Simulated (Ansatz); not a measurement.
Several settings on one geometry of Ga₅O₁₄H₁₃, a hydroxylated oxide cluster (that of the charge 0 singlet, PBE-D4/def2-SVP). Ansatz on 2 threads of AMD EPYC 7R13 on a shared host and a share (18 GiB) of an NVIDIA H100 80GB HBM3; times are rough.

```xyz
32

Ga    0.830   -1.475   -0.116
Ga    0.750    1.834   -0.072
Ga    0.961   -3.908    1.821
Ga   -1.629    0.071    1.297
Ga    0.334    2.194   -2.881
O     0.074    3.358   -1.375
O     0.597    2.823   -4.543
O     0.943    2.799    1.468
O     0.983   -1.069   -1.905
O    -1.010   -1.555    0.483
O    -3.398   -0.068    1.623
O    -0.968    0.849   -2.756
O     1.667    1.418   -1.743
O    -1.125    1.219   -0.151
O    -0.400    0.510    2.614
O     1.400    0.136    0.739
O    -0.842   -3.678    1.977
O     1.704   -2.942    0.531
O     1.714   -5.091    2.932
H    -0.862    3.551   -1.175
H     1.315    3.482   -4.569
H     0.772    3.745    1.314
H     0.132   -0.736   -2.281
H    -1.187   -2.379    1.038
H    -3.625    0.391    2.452
H    -1.590    0.796   -3.503
H     1.638    0.395   -1.856
H    -1.358    0.961   -1.095
H    -0.165    1.469    2.579
H     0.949    0.175    1.650
H    -1.284   -4.129    2.718
H     2.677   -5.144    2.785
```

Totals from different functionals, basis sets or treatments of relativity can't be compared as stabilities.

DK, ANO-RCC and x2c sets are all-electron and run with scalar relativity unless a key says otherwise.

Task: Give the basis size and estimate the energy, ⟨S²⟩, dipole and time of these runs.

```
run                               method  charge    state                                                                                                                        further keys
  1         RKS r2SCAN50-D4/ANO-RCC-VTZP       0  singlet  fitting: {mean_field: def2-universal-jkfit}; pseudopotentials: {relativity: scalar}; scf: {lower_state_search: full}; forces asked
  2  RKS CAM-B3LYP-D3(BJ)-ATM/def2-mTZVP       0  singlet                                            fitting: {mean_field: def2-universal-jkfit}; scf: {omitted_lower_state_checks: [starts]}
  3          RKS PBE0-D3(BJ)/aug-cc-pVDZ       0  singlet     fitting: {mean_field: def2-universal-jkfit}; pseudopotentials: {relativity: none}; scf: {lower_state_search: off}; forces asked
```

Result: 
```csv
run,functions,energy (Eh),⟨S²⟩,dipole (D),wall time
1,817,-10780.9621,–,1.72,85 s
2,555,-10686.6184,–,–,26 s
3,619,-10683.5668,–,1.51,22 s
```
